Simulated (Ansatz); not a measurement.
A first, cheap relaxation of C₂H₇GaN₂, SMILES `N=C[CH2][GaH][NH2]`.

```yaml
crystal:
  periodic: [false, false, false]
  atoms:
    - {symbol: N, position_ang: [-1.239000, 1.279700, 0.663100]}
    - {symbol: C, position_ang: [-0.145700, 0.959400, 1.102300]}
    - {symbol: C, position_ang: [0.293600, -0.449400, 0.946600]}
    - {symbol: Ga, position_ang: [1.302800, -0.575000, -0.679800]}
    - {symbol: N, position_ang: [-0.303000, -1.150700, -1.879400]}
    - {symbol: H, position_ang: [-1.920800, 0.669500, 0.190000]}
    - {symbol: H, position_ang: [0.531400, 1.700600, 1.573400]}
    - {symbol: H, position_ang: [-0.303400, -1.112300, 1.524300]}
    - {symbol: H, position_ang: [1.367100, -0.531300, 1.386800]}
    - {symbol: H, position_ang: [2.130800, 0.738500, -1.106700]}
    - {symbol: H, position_ang: [-0.393600, -0.140900, -2.123700]}
    - {symbol: H, position_ang: [-1.243200, -1.443300, -1.563100]}
basis:
  gaussian: {orbitals: def2-SVP}
hamiltonian: {xc: pbe, dispersion: d4}
relax: {f_tol: 0.03, max_steps: 200}
```

```sh
$ ansatz run in.yaml --threads 4 --pin off --events-out ev --progress --plain --max-ram 10444MiB
```

It prints (some lines left out):

```
Functional definition: PBE
mean field -57517.87689906 eV, -2113.7429890233 hartree, gradient 2.6e-5 eV, S^2 0.000000; 1 other end points of the search recorded, 0 dependent functions left out
relax step   1: F+E_penalty+E_count = -57518.14236705 eV  Δ(F+E_penalty+E_count) = +0.000e0 eV  max|allowed force component| = 4.535e0 eV/Å  Δτ_max = 0.0000 Å  (53 SCF iters, accepted)
mean field -57519.61479312 eV, -2113.8068554521 hartree, gradient 1.1e-5 eV, S^2 0.000000; 0 other end points of the search recorded, 0 dependent functions left out
relax step   2: F+E_penalty+E_count = -57519.87668650 eV  Δ(F+E_penalty+E_count) = -1.734e0 eV  max|allowed force component| = 2.135e0 eV/Å  Δτ_max = 0.1919 Å  (37 SCF iters, accepted)
mean field -57520.36629876 eV, -2113.8344727749 hartree, gradient 8.6e-6 eV, S^2 0.000000; 0 other end points of the search recorded, 0 dependent functions left out
relax step   3: F+E_penalty+E_count = -57520.62727528 eV  Δ(F+E_penalty+E_count) = -7.506e-1 eV  max|allowed force component| = 8.912e-1 eV/Å  Δτ_max = 0.1950 Å  (37 SCF iters, accepted)
mean field -57520.55550546 eV, -2113.8414259927 hartree, gradient 2.2e-5 eV, S^2 0.000000; 0 other end points of the search recorded, 0 dependent functions left out
relax step   4: F+E_penalty+E_count = -57520.81738932 eV  Δ(F+E_penalty+E_count) = -1.901e-1 eV  max|allowed force component| = 9.429e-1 eV/Å  Δτ_max = 0.2000 Å  (29 SCF iters, accepted)
mean field -57520.67826788 eV, -2113.8459374285 hartree, gradient 1.1e-5 eV, S^2 0.000000; 0 other end points of the search recorded, 0 dependent functions left out
relax step   5: F+E_penalty+E_count = -57520.93824853 eV  Δ(F+E_penalty+E_count) = -1.209e-1 eV  max|allowed force component| = 1.118e0 eV/Å  Δτ_max = 0.1947 Å  (31 SCF iters, accepted)
mean field -57520.73449053 eV, -2113.8480035728 hartree, gradient 2.1e-5 eV, S^2 0.000000; 0 other end points of the search recorded, 0 dependent functions left out
relax step   6: F+E_penalty+E_count = -57520.99204419 eV  Δ(F+E_penalty+E_count) = -5.380e-2 eV  max|allowed force component| = 1.190e0 eV/Å  Δτ_max = 0.1924 Å  (29 SCF iters, accepted)
mean field -57520.81252882 eV, -2113.8508714270 hartree, gradient 1.4e-5 eV, S^2 0.000000; 0 other end points of the search recorded, 0 dependent functions left out
relax step   7: F+E_penalty+E_count = -57521.06550165 eV  Δ(F+E_penalty+E_count) = -7.346e-2 eV  max|allowed force component| = 7.989e-1 eV/Å  Δτ_max = 0.1547 Å  (30 SCF iters, accepted)
mean field -57520.88362752 eV, -2113.8534842559 hartree, gradient 2.0e-5 eV, S^2 0.000000; 0 other end points of the search recorded, 0 dependent functions left out
relax step   8: F+E_penalty+E_count = -57521.13826729 eV  Δ(F+E_penalty+E_count) = -7.277e-2 eV  max|allowed force component| = 3.149e-1 eV/Å  Δτ_max = 0.2000 Å  (36 SCF iters, accepted)
mean field -57520.82904014 eV, -2113.8514782070 hartree, gradient 1.7e-5 eV, S^2 0.000000; 0 other end points of the search recorded, 0 dependent functions left out
relax step   9: F+E_penalty+E_count = -57521.07941643 eV  Δ(F+E_penalty+E_count) = +5.885e-2 eV  max|allowed force component| = 8.077e-1 eV/Å  Δτ_max = 0.2000 Å  (37 SCF iters, rejected (line search))
mean field -57520.90690242 eV, -2113.8543395930 hartree, gradient 1.1e-5 eV, S^2 0.000000; 0 other end points of the search recorded, 0 dependent functions left out
relax step  10: F+E_penalty+E_count = -57521.15963915 eV  Δ(F+E_penalty+E_count) = -2.137e-2 eV  max|allowed force component| = 3.693e-1 eV/Å  Δτ_max = 0.0962 Å  (30 SCF iters, accepted)
mean field -57520.92146714 eV, -2113.8548748366 hartree, gradient 8.0e-6 eV, S^2 0.000000; 0 other end points of the search recorded, 0 dependent functions left out
relax step  11: F+E_penalty+E_count = -57521.17153522 eV  Δ(F+E_penalty+E_count) = -1.190e-2 eV  max|allowed force component| = 1.497e-1 eV/Å  Δτ_max = 0.0976 Å  (31 SCF iters, accepted)
mean field -57520.93112749 eV, -2113.8552298479 hartree, gradient 9.0e-6 eV, S^2 0.000000; 0 other end points of the search recorded, 0 dependent functions left out
relax step  12: F+E_penalty+E_count = -57521.17766582 eV  Δ(F+E_penalty+E_count) = -6.131e-3 eV  max|allowed force component| = 2.658e-1 eV/Å  Δτ_max = 0.1270 Å  (31 SCF iters, accepted)
mean field -57520.93573843 eV, -2113.8553992966 hartree, gradient 7.9e-6 eV, S^2 0.000000; 0 other end points of the search recorded, 0 dependent functions left out
relax step  13: F+E_penalty+E_count = -57521.18103173 eV  Δ(F+E_penalty+E_count) = -3.366e-3 eV  max|allowed force component| = 1.938e-1 eV/Å  Δτ_max = 0.0914 Å  (31 SCF iters, accepted)
mean field -57520.93936473 eV, -2113.8555325607 hartree, gradient 2.6e-5 eV, S^2 0.000000; 0 other end points of the search recorded, 0 dependent functions left out
relax step  14: F+E_penalty+E_count = -57521.18363086 eV  Δ(F+E_penalty+E_count) = -2.599e-3 eV  max|allowed force component| = 1.143e-1 eV/Å  Δτ_max = 0.0916 Å  (30 SCF iters, accepted)
mean field -57520.94082771 eV, -2113.8555863244 hartree, gradient 7.5e-6 eV, S^2 0.000000; 0 other end points of the search recorded, 0 dependent functions left out
relax step  15: F+E_penalty+E_count = -57521.18402841 eV  Δ(F+E_penalty+E_count) = -3.975e-4 eV  max|allowed force component| = 1.449e-1 eV/Å  Δτ_max = 0.1116 Å  (30 SCF iters, accepted)
mean field -57520.94251603 eV, -2113.8556483689 hartree, gradient 2.3e-5 eV, S^2 0.000000; 0 other end points of the search recorded, 0 dependent functions left out
relax step  16: F+E_penalty+E_count = -57521.18585270 eV  Δ(F+E_penalty+E_count) = -1.824e-3 eV  max|allowed force component| = 9.738e-2 eV/Å  Δτ_max = 0.0189 Å  (32 SCF iters, accepted)
mean field -57520.94284083 eV, -2113.8556603049 hartree, gradient 2.3e-5 eV, S^2 0.000000; 0 other end points of the search recorded, 0 dependent functions left out
relax step  17: F+E_penalty+E_count = -57521.18621796 eV  Δ(F+E_penalty+E_count) = -3.653e-4 eV  max|allowed force component| = 8.005e-2 eV/Å  Δτ_max = 0.0117 Å  (32 SCF iters, accepted)
mean field -57520.94336346 eV, -2113.8556795115 hartree, gradient 2.3e-5 eV, S^2 0.000000; 0 other end points of the search recorded, 0 dependent functions left out
relax step  18: F+E_penalty+E_count = -57521.18660531 eV  Δ(F+E_penalty+E_count) = -3.874e-4 eV  max|allowed force component| = 5.341e-2 eV/Å  Δτ_max = 0.0112 Å  (33 SCF iters, accepted)
mean field -57520.94384753 eV, -2113.8556973007 hartree, gradient 2.3e-5 eV, S^2 0.000000; 0 other end points of the search recorded, 0 dependent functions left out
relax step  19: F+E_penalty+E_count = -57521.18680239 eV  Δ(F+E_penalty+E_count) = -1.971e-4 eV  max|allowed force component| = 3.819e-2 eV/Å  Δτ_max = 0.0177 Å  (32 SCF iters, accepted)
mean field -57520.94446081 eV, -2113.8557198383 hartree, gradient 2.4e-5 eV, S^2 0.000000; 0 other end points of the search recorded, 0 dependent functions left out
relax step  20: F+E_penalty+E_count = -57521.18697801 eV  Δ(F+E_penalty+E_count) = -1.756e-4 eV  max|allowed force component| = 3.083e-2 eV/Å  Δτ_max = 0.0314 Å  (31 SCF iters, accepted)
mean field -57520.94490544 eV, -2113.8557361780 hartree, gradient 2.3e-5 eV, S^2 0.000000; 0 other end points of the search recorded, 0 dependent functions left out
relax step  21: F+E_penalty+E_count = -57521.18711163 eV  Δ(F+E_penalty+E_count) = -1.336e-4 eV  max|allowed force component| = 3.652e-2 eV/Å  Δτ_max = 0.0267 Å  (31 SCF iters, accepted)
mean field -57520.94555814 eV, -2113.8557601642 hartree, gradient 2.4e-5 eV, S^2 0.000000; 0 other end points of the search recorded, 0 dependent functions left out
relax step  22: F+E_penalty+E_count = -57521.18727620 eV  Δ(F+E_penalty+E_count) = -1.646e-4 eV  max|allowed force component| = 4.825e-2 eV/Å  Δτ_max = 0.0568 Å  (30 SCF iters, accepted)
mean field -57520.94571381 eV, -2113.8557658850 hartree, gradient 2.3e-5 eV, S^2 0.000000; 0 other end points of the search recorded, 0 dependent functions left out
relax step  23: F+E_penalty+E_count = -57521.18732015 eV  Δ(F+E_penalty+E_count) = -4.394e-5 eV  max|allowed force component| = 2.848e-2 eV/Å  Δτ_max = 0.0268 Å  (31 SCF iters, accepted)
mean field -57520.94571381 eV, -2113.8557658850 hartree, gradient 2.8e-5 eV, S^2 0.000000; 1 other end points of the search recorded, 0 dependent functions left out
Total energy: -57521.18736144 eV, -2113.8646462718 hartree
Atom 0 at    -1.343486     1.581455     1.500364 Å, force     0.018221    -0.026472    -0.009018 eV/Å
Atom 1 at    -0.156713     1.095492     1.421278 Å, force    -0.020173    -0.016395     0.009751 eV/Å
Atom 2 at     0.275787    -0.273504     0.995171 Å, force    -0.004984     0.028026     0.024559 eV/Å
Atom 3 at     0.912291    -0.203732    -0.902451 Å, force     0.008067    -0.027908    -0.022744 eV/Å
Atom 4 at    -0.122843    -1.084127    -2.120874 Å, force    -0.011423    -0.006385     0.008771 eV/Å
Atom 5 at    -2.034042     0.845967     1.246160 Å, force     0.010024     0.015284     0.000668 eV/Å
Atom 6 at     0.677168     1.792882     1.673491 Å, force    -0.002581    -0.006174    -0.007458 eV/Å
Atom 7 at    -0.554565    -1.007811     1.061237 Å, force     0.007942     0.008645    -0.001213 eV/Å
Atom 8 at     1.132887    -0.630122     1.605991 Å, force    -0.013672     0.005915    -0.017537 eV/Å
Atom 9 at     2.189203     0.546242    -1.429811 Å, force    -0.020124    -0.000956     0.003823 eV/Å
Atom 10 at     0.072543    -1.110734    -3.123488 Å, force     0.000223     0.005937     0.010782 eV/Å
Atom 11 at    -0.971230    -1.607209    -1.893267 Å, force     0.028480     0.020484    -0.000383 eV/Å
Dipole moment:     0.080204    -0.597761    -0.310474 e Å
```

Run time 28 s (4 threads of an Arm Neoverse V2 on a shared host); peak host memory 0.19 GiB.
